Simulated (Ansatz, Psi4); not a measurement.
System: C3H7Si (charge 0, doublet). SMILES: C(=C)[CH][SiH3]
Geometry from a B3LYP-D3(BJ)/def2-TZVP (Ansatz, a program for electronic structure) optimisation:
```xyz
11

C     -2.4901    -0.2358    -0.0160
C     -1.2069     0.2554    -0.1097
C     -0.0519    -0.4790     0.1304
Si     1.6677     0.1938     0.0008
H     -2.6737    -1.2663     0.2622
H     -3.3496     0.3885    -0.2161
H     -1.0939     1.2990    -0.3938
H     -0.1882    -1.5211     0.4134
H      2.4600    -0.5563    -1.0067
H      2.3851     0.0787     1.2960
H      1.6059     1.6212    -0.3948
```
Charge 0, spin multiplicity 2.

Quantity: enthalpy of formation at 298 K, in kcal/mol. Set-up: 6-311+G** with 5d, 6d on Na to Ar in Ansatz; six Cartesian d functions in 6-31G* and its kin unless marked 5d; dispersion terms only where a functional's name holds one; open shells spin-unrestricted; no spin-orbit coupling; non-relativistic; frozen cores in correlated levels. Ab initio and DFT rows: single points at B3LYP-D3(BJ) geometries (Ansatz), with unscaled harmonic terms from B3LYP/6-31G* (Ansatz) at its own minima, enthalpies of formation by atomisation with measured atoms. A UHF reference is markedly spin-contaminated in at least one set, which strains HF and MP2.

```
level                           program  enthalpy of formation at 298 K (kcal/mol)
-----------------------  --------------  -----------------------------------------
HF/6-31G*                        Ansatz                                      280.4
HF/6-311+G**                     Ansatz                                      281.1
B3LYP/6-31G*                     Ansatz                                       54.9
wB97X-D/6-31G*                     Psi4                                       50.4
MP2/3-21G                        Ansatz                                      200.4
MP2/6-31G*                       Ansatz                                      140.0
B3LYP/def2-TZVPD                 Ansatz                                       51.3
B3LYP-D3(BJ)/def2-TZVPD  Ansatz + dftd3                                       42.6
wB97X-V/def2-TZVPD               Ansatz                                       45.9
```

No value to compare with is used here. The 6 habitual levels span 50.4 (wB97X-D/6-31G*) to 281.1 kcal/mol (HF/6-311+G**); B3LYP-D3(BJ)/def2-TZVPD gives 42.6.

The levels are drawn from those run, B3LYP/6-31G* more often than the rest, none by its result; left out are runs that failed, that the program found above a lower state of the same kind, or whose <S^2> lies over 0.5 above the pure value.
